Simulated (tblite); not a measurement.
C8H11OP.
Structure used (GFN2-xTB), in Å, numbered top down from 1:
```xyz
21
C8H11OP angstrom
C     -3.7181    0.4656   -0.1428
C     -3.0278   -0.6571   -0.2359
C     -1.6194   -0.7307   -0.7026
P     -0.4873   -1.1494    0.7461
C     -0.4352    0.4627    1.5597
C      0.7631    1.0445    1.4044
C      1.6572    0.3139    0.5255
O      2.8826    0.8456    0.3069
C      3.7419    0.1257   -0.5430
C      1.1181   -0.8135    0.0071
H     -4.7348    0.4838    0.2101
H     -3.2907    1.4146   -0.4233
H     -3.4709   -1.6002    0.0571
H     -1.4885   -1.5426   -1.4227
H     -1.2863    0.2112   -1.1421
H     -1.2358    0.8361    2.1750
H      1.0777    1.9755    1.8471
H      3.9254   -0.8824   -0.1568
H      3.3270    0.0514   -1.5537
H      4.6772    0.6814   -0.5726
H      1.6157   -1.5191   -0.6343
```

Method: GFN2-xTB as coded in tblite; computed harmonic values from a numerical Hessian at the method's own geometry, unscaled. This tight-binding method is rough: wavenumbers can miss measured ones by several per cent, in bad cases by 10 to 20. One conformer, not necessarily the lowest.

Harmonic wavenumbers (cm⁻¹): 41.4, 58.4, 79.0, 117.1, 157.7, 203.7, 206.8, 248.3, 309.6, 393.3, 418.4, 434.2, 511.9, 570.7, 592.5, 607.6, 708.1, 739.5, 760.9, 778.4, 834.1, 853.0, 872.6, 891.6, 922.4, 950.3, 1014.3, 1047.6, 1052.6, 1073.7, 1125.6, 1134.5, 1155.9, 1169.6, 1172.9, 1199.3, 1286.8, 1329.1, 1400.6, 1402.3, 1429.2, 1465.6, 1482.4, 1522.8, 1601.0, 1705.2, 2929.6, 2944.0, 2945.9, 2961.0, 3031.6, 3055.4, 3095.8, 3098.3, 3109.7, 3115.3, 3128.7.

A = 2823, B = 594.1, C = 561.5 MHz; mass 154.055 u (most abundant isotopes); point group C1, symmetry number 1.

Question: What is the zero-point energy?

Answer: ½Σν̃ = 36224 cm⁻¹ = 433.33 kJ/mol.

Question: Give the ideal-gas entropy at 273.15 K and 1 bar in the rigid-rotor, harmonic-oscillator model (classical rotation).

Answer: Translation 169.86, rotation 125.32, vibration 130.15: S = 425.3 J/(mol K).

Question: And Cp and H(273.15 K) − H(0)?

Answer: Cp = 168.04 J/(mol K), of which vibrations give 134.79 (their classical limit is 57 R = 473.9); H(273.15 K) − H(0) = 27.64 kJ/mol without the zero-point energy, 18.55 from vibrations.

Question: How do the functions run with temperature in this model?

Answer: 
```json
{"T (K)": "150", "S (J/(mol K))": "344.8", "Cp (J/(mol K))": "107.9", "H − H(0) (kJ/mol)": "10.73", "G − H(0) (kJ/mol)": "-41.00", "ln q(vib)": "3.77"}
{"T (K)": "250", "S (J/(mol K))": "411.0", "Cp (J/(mol K))": "156.2", "H − H(0) (kJ/mol)": "23.88", "G − H(0) (kJ/mol)": "-78.86", "ln q(vib)": "6.79"}
{"T (K)": "298.15", "S (J/(mol K))": "440.6", "Cp (J/(mol K))": "180.8", "H − H(0) (kJ/mol)": "32.00", "G − H(0) (kJ/mol)": "-99.37", "ln q(vib)": "8.23"}
{"T (K)": "400", "S (J/(mol K))": "500.7", "Cp (J/(mol K))": "229.5", "H − H(0) (kJ/mol)": "52.94", "G − H(0) (kJ/mol)": "-147.33", "ln q(vib)": "11.27"}
{"T (K)": "600", "S (J/(mol K))": "608.5", "Cp (J/(mol K))": "302.2", "H − H(0) (kJ/mol)": "106.62", "G − H(0) (kJ/mol)": "-258.48", "ln q(vib)": "17.16"}
{"T (K)": "900", "S (J/(mol K))": "745.0", "Cp (J/(mol K))": "369.6", "H − H(0) (kJ/mol)": "208.28", "G − H(0) (kJ/mol)": "-462.21", "ln q(vib)": "25.50"}
```

q(vib) and H(0) count from the zero-point level.

Question: Blend soft modes into free rotors: weight 1/[1 + (100 cm⁻¹/ν̃)⁴] for the oscillator and the rest for a rotor with moment μB/(μ + B), μ = h/(8π²ν), B = 10⁻⁴⁴ kg m². What vibrational entropy results?

Answer: 118.00 J/(mol K) in place of 130.15, which changes −T·S at 273.15 K by +3.32 kJ/mol.

Question: Which modes carry the vibrational entropy at 273.15 K?

Answer: 41.4 cm⁻¹: 20.99; 58.4 cm⁻¹: 18.15; 79.0 cm⁻¹: 15.66; 117.1 cm⁻¹: 12.46; 157.7 cm⁻¹: 10.09; 203.7 cm⁻¹: 8.12 J/(mol K); the other 51 give 44.67 together.

Hindered rotation and anharmonicity are outside this model. Other conformers, if any are populated, would add a mixing term that is left out. The structure is chiral; the term R ln 2 for an equal mix with its mirror image is left out.
